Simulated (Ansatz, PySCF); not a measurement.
Bond stretch in Mg₂, singlet.

- UKS-B3LYP/6-311+G** = unrestricted B3LYP/6-311+G**, spherical d in PySCF
- RMP2/3-21G = restricted MP2 (frozen core)/3-21G (PySCF 2.14.0)
- RCCSDT(Q) = CCSDT(Q) on RHF/cc-pVDZ, frozen core (Ansatz, a program for electronic structure)

Total energies in hartree (comparable only within one method and basis):

```csv
R / Å,UKS-B3LYP/6-311+G**,RMP2/3-21G,RCCSDT(Q)
2.71,-400.17006,-396.95645,-399.26396
2.88,-400.17742,-396.96488,-399.27176
3.06,-400.18207,-396.97043,-399.27669
3.30,-400.18525,-396.97479,-399.28011
3.41,-400.18602,-396.97612,-399.28097
3.50,-400.18644,-396.97703,-399.28147
3.60,-400.18674,-396.97788,-399.28187
3.69,-400.18691,-396.97853,-399.28212
3.88,-400.18706,-396.97964,-399.28246
3.97,-400.18706,-396.98006,-399.28255
4.18,-400.18699,-396.98078,-399.28270
4.46,-400.18684,-396.98132,-399.28279
4.81,-400.18667,-396.98155,-399.28282
5.36,-400.18652,-396.98144,-399.28276
5.87,-400.18647,-396.98114,-399.28266
6.45,-400.18647,-396.98078,-399.28255
7.17,-400.18650,-396.98046,-399.28246
7.86,-400.18652,-396.98030,-399.28241
8.86,-400.18653,-396.98022,-399.28238
9.73,-400.18654,-396.98020,-399.28237
10.79,-400.18654,-396.98019,-399.28236
```
